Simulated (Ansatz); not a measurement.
Two structures of GePH7S, closed shell, reached by relaxing down either side of one saddle point (PBE0-D4/def2-TZVP). Energies are electronic, without zero-point energy. Computed with Ansatz 0.2.0 (basis: def2-TZVPP and def2-QZVPP); correlated methods freeze the cores. Filled d shells of the heavier atoms are correlated. The def2 sets are not built for correlating such inner shells, so the correlated values are less sure here. Extrapolation: Hartree–Fock as exp(−7.88 √X), correlation as X^−2.97. First:

```
10
angstrom
Ge -0.9906 0.9491 -0.3297
S 1.9508 0.3634 0.9377
H -0.0991 1.6878 -1.3279
H -1.1722 1.7187 0.9770
H -2.3518 0.5914 -0.9635
H 0.1265 -1.4405 1.5662
P 0.1181 -1.0115 0.2283
H 2.3717 0.6935 -0.2942
H 1.0112 -1.6306 -0.6615
H -0.9646 -1.9214 -0.1324
```

Second:

```
atom    x (Å)    y (Å)    z (Å)
 Ge1  -1.3719   0.7359  -0.5265
  S2   2.3981   0.6612   1.4571
  H3  -1.4018   1.1322  -2.0115
  H4  -0.6069   1.8012   0.2713
  H5  -2.8136   0.6504   0.0018
  H6   1.5023  -0.1815   1.9955
  P7  -0.3740  -1.3280  -0.1644
  H8   3.2476  -0.3396   1.1805
  H9   0.6480  -1.1264  -1.1272
 H10  -1.2279  -2.0053  -1.0766
```

Task: Which bonds change from the first to the second?

Result: GePH₇S ([SH][PH3][GeH3]) → GePH₅ ([PH2][GeH3]) + H₂S; bonds formed: S2–H6; bonds broken: S2–P7, H6–P7.

Task: Give the saddle point's structure and its height above each. (An estimate is asked for; the value comes from the calculation.)

Result: Computed: 0.452 eV above the first and 1.670 eV above the second (CCSD(T) at an estimated basis limit (MP2 extrapolated from triple and quadruple zeta, plus CCSD(T) − MP2 in triple zeta)).
| atom | x (Å) | y (Å) | z (Å) |
| --- | --- | --- | --- |
| Ge1 | -1.0440 | 0.9477 | -0.3441 |
| S2 | 1.8109 | 0.7875 | 0.9896 |
| H3 | -0.2459 | 1.6102 | -1.4583 |
| H4 | -1.0913 | 1.6699 | 0.9972 |
| H5 | -2.4852 | 0.6413 | -0.8276 |
| H6 | 0.6490 | -0.9956 | 1.2827 |
| P7 | -0.1284 | -1.1329 | 0.0774 |
| H8 | 2.7558 | 0.1019 | 0.3241 |
| H9 | 0.8297 | -1.4179 | -0.9002 |
| H10 | -1.0507 | -2.2119 | -0.1410 |

The search had been set up for a four-centre ligand exchange (forming Ge1–P7, S2–H6, breaking Ge1–S2, H6–P7); from that guess it ended on this step instead.

The T1 diagnostic stays at or below 0.015.

Labels in which every atom is bracketed show which atoms are joined, not bond orders.

For scale, one of the runs: CCSD(T)/def2-TZVPP, 230 basis functions, launched by `ansatz run in.yaml --threads 4 --pin off --events-out ev --progress --plain --max-ram 9574MiB`. Hardware: 4 CPU threads of an Arm Neoverse V1, shared host. Wall time 110 s; peak host memory 3.6 GiB.
